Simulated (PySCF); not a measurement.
# Correlation energy of Tb⁺ (terbium, charge +1)

[Xe] 4f9 5d1, one real determinant (an excited configuration). All numbers are calculated (PySCF 2.14, scalar relativity by spin-free X2C-1e, in x2c-TZVPPall with one added diffuse shell each of s, p, d, f type (12s8p8d5f2g, 129 functions)). Frozen: [Ar] 3d10; 36 electrons correlated.

MP2 pair energies summed by pair of shells (mhartree):

```tsv
pair	energy	share (%)
4d-4f	-293.98	21.5
4f-4f	-269.61	19.8
4f-5p	-187.50	13.7
4d-4d	-135.76	9.9
5p-5p	-111.30	8.2
4d-5p	-68.55	5.0
4p-4d	-44.84	3.3
4f-5s	-43.69	3.2
4p-4f	-35.90	2.6
5s-5p	-32.43	2.4
4d-5s	-25.70	1.9
5p-5d	-23.98	1.8
4s-4d	-17.40	1.3
4f-5d	-14.39	1.1
4s-4f	-13.92	1.0
4p-4p	-11.44	0.8
4p-5p	-8.59	0.6
5s-5s	-5.95	0.4
4s-4p	-4.81	0.4
4p-5s	-4.77	0.3
4d-5d	-3.31	0.2
5s-5d	-3.06	0.2
4s-4s	-1.48	0.1
4s-5p	-0.93	0.1
4s-5s	-0.80	0.1
4p-5d	-0.29	0.0
4s-5d	-0.08	0.0
```

Total MP2 correlation energy: -1364.4 mhartree.

Same-spin part -540.30 and opposite-spin part -824.13 mhartree; SCS-MP2 scales them by 1/3 and 6/5 to -1169.1 mhartree.

The reference is one real determinant that mixes LS terms of this configuration.

This basis was not built for core-valence correlation, so the inner-shell part is incomplete.
